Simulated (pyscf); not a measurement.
**H₂N–SiH₂–NH–Si•(NH₂)–OH, doublet**

Gas-phase minimum from PySCF at ωB97X-D3(BJ)/def2-SVP, one conformer. Other isomers of H₂N–SiH₂–NH–Si•(NH₂)–OH were not searched in full and may lie lower. 

```
N
H 1 1.0155
Si 1 1.7302 2 117.43
N 3 1.7577 1 107.56 2 -133.78
H 4 1.0173 3 117.31 1 -158.11
H 4 1.0177 5 109.76 3 137.90
Si 1 1.7618 2 117.93 3 179.39
O 7 1.6655 1 104.48 2 174.43
H 8 0.9778 7 113.44 1 -29.21
N 7 1.7369 8 104.59 9 -151.61
H 10 1.0140 7 120.15 8 -143.06
H 10 1.0177 11 111.07 7 -140.48
H 3 1.4913 1 115.76 2 111.09
H 3 1.4957 13 108.63 4 -122.33
```
Charge 0, spin multiplicity 2.

Properties at ωB97X-D3(BJ)/def2-SVP:

```
Quantity                                                                                                                                                                                                                                                                                                           Result
---------------------------------------------------------------------------------------------------------------------  --------------------------------------------------------------------------------------------------------------------------------------------------------------------------------------------------
Harmonic wavenumbers, unscaled                                                                                         53, 107, 147, 183, 202, 269, 328, 373, 377, 390, 443, 539, 612, 681, 751, 766, 800, 802, 845, 885, 917, 919, 981, 999, 1091, 1169, 1540, 1558, 2226, 2255, 3585, 3597, 3634, 3655, 3679, 3707 cm⁻¹
Zero-point energy                                                                                                                                                                                                                                                                                           64.4 kcal/mol
Rotational symmetry number                                                                                                                                                                                                                                                                                              1
Entropy of this conformer at 298 K and 1 atm, rigid rotor and harmonic oscillator, modes under 100 cm⁻¹ raised to 100                                                                                                                                                                                     391.9 J/(mol K)
Dipole moment                                                                                                                                                                                                                                                                                                      1.73 D
Spin expectation value S2                                                                                                                                                                                                                                                                                           0.752
```

Single-point totals, which compare only within one level:

| level | total energy (hartree) |
|---|---|
| ωB97X-D3(BJ)/def2-TZVP | -823.65090 |
| PBE/def2-TZVP | -822.94819 |
| r²SCAN/def2-TZVP | -823.35710 |
| B3LYP-D3(BJ)/def2-TZVP | -823.60101 |
| PBE0-D3(BJ)/def2-TZVP | -823.02711 |
| M06-2X/def2-TZVP | -823.39981 |
| ωB97M-D3(BJ)/def2-TZVP | -823.67879 |

Soft torsions are taken as harmonic, which can shift the entropy by several J/(mol K).
